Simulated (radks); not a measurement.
These are the eigenvalues of the occupied orbitals of an atom or ion with whole-number occupations (eV). Method: scalar-relativistic Kohn-Sham, r2SCAN, spin-polarised, spherical densities, finite nucleus; meta-GGA in the generalised Kohn-Sham scheme; Fermi nuclear charge, rms radius of each element as measured or else 0.836 A^(1/3) + 0.57 fm; computed with a radial shooting solver on a logarithmic mesh with Libxc functionals.

orbital  eigenvalue
1s down   -452.2425
1s up     -452.2424
2s down    -65.2775
2s up      -65.2750
5f up       -4.1512

Which element is it, and in what charge state? The configuration may be excited. Open shells, if any, are filled with parallel spins first.

Answer. Z = 7, nitrogen, charge +2: N2+ in [He] 2s2 5f1. The list shows which subshells hold electrons but not how many an open one holds; the 1s level, -16.62 hartree, gives Z - s = 5.8 by -(Z - s)^2/2, which with screening and relativity narrows Z to a few neighbours, and the depths of the outer levels then fix element, charge and occupations together.
